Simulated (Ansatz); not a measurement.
Consider the ligand exchange at a Ga–S bond: `[F][Ga]([F])[SH]` + `N=C=O` → `O=C=[N][Ga]([F])[F]` + H₂S.

Gas-phase electronic energies from Ansatz, PBE0-D4/def2-TZVP geometries. CCSD(T)/CBS adds triple-zeta CCSD(T) − MP2 to the extrapolated MP2 energy (def2 sets, frozen cores). This one scheme is used for every species. Functionals use def2-TZVPP. B3LYP here is the variant with VWN-RPA as its local correlation; programs differ in this. For Ga outer-core shells are correlated without core-valence functions, which leaves a few kJ/mol of doubt a bond. Scalar relativity is left out up to krypton. One conformer a species, not always the lowest.

| level | ΔE (kJ/mol) | difference from CCSD(T)/CBS |
| --- | --- | --- |
| PBE-D4 | 36.0 | 14.4 |
| revPBE-D4 | 32.9 | 11.3 |
| B3LYP-D4 | 26.0 | 4.4 |
| ωB97M-V | 24.7 | 3.1 |
| PBE-QIDH | 21.1 | -0.5 |
| RPA@PBE/def2-TZVPP | 14.5 | -7.1 |
| MP2/def2-SVP | 11.3 | -10.3 |
| MP2/def2-TZVPP | 15.6 | -6.0 |
| CCSD(T)/def2-TZVPP | 15.4 | -6.2 |
| SCS-MP2/def2-QZVPP | 15.0 | -6.6 |
| CCSD(T)/CBS | 21.6 | 0 |

Largest T1 diagnostic among the species: 0.018.

From BLYP to BHLYP (50 % exact exchange), in def2-TZVPP and without D4, ΔE moves by −12.7 kJ/mol. In def2-TZVPP, CCSD(T) changes the Hartree–Fock value by +10.8 kJ/mol (the triples alone add +2.7 kJ/mol) and MP2 by +11.0 kJ/mol.
